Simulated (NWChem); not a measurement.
C$_{3}$H$_{3}$Cl$_{2}$F; SMILES F[C@@H]1CC1(Cl)Cl

Computed with NWChem. Pople sets run with spherical d functions. Geometry: optimised at PBE-D3(BJ)/def2-SVP. Level M06-L/6-31G*: energy and gradient on several grids; changes count from the extra-fine grid, which is no exact limit either.

```tsv
grid	size of the energy change (μHa)	largest change of a gradient component (μHa/bohr)	time, medium = 1 (rough)
xcoarse	8000	6000	about 1
coarse	700	600	about 1
medium	80	200	about 1
fine	< 10	60	about 1
xfine	< 10	< 30	2
```
